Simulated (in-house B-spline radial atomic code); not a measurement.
**Br⁸⁺: [Ar] 3d9**

Computed with a B-spline radial code for spherical atoms: non-relativistic Hartree-Fock with fractional occupations, spin-polarised, spherical fractional occupations, point nucleus.

Effective charges: Z_r = [3n² - l(l+1)]/(2<r>) from the radius, Z_e = n√(-2ε) from the energy, and Slater's rules. Values are occupation-weighted means over spin.

| shell | electrons | ε (eV) | <r> (bohr) | Z_r | Z_e | Slater |
| --- | --- | --- | --- | --- | --- | --- |
| 1s | 2 | -13489 | 0.04367 | 34.35 | 31.49 | 34.70 |
| 2s | 2 | -1926.3 | 0.193 | 31.09 | 23.80 | 30.85 |
| 2p | 6 | -1745.9 | 0.167 | 29.94 | 22.66 | 30.85 |
| 3s | 2 | -411.53 | 0.552 | 24.46 | 16.50 | 23.75 |
| 3p | 6 | -346.09 | 0.5556 | 22.50 | 15.13 | 23.75 |
| 3d | 9 | -228.34 | 0.5555 | 18.90 | 12.29 | 14.20 |

The least bound orbital is 3d down at -222 eV, and it is also the most diffuse (<r> = 0.5601 bohr).

Caution: exact exchange at fractional occupations of open shells leaves self-interaction of up to several eV.
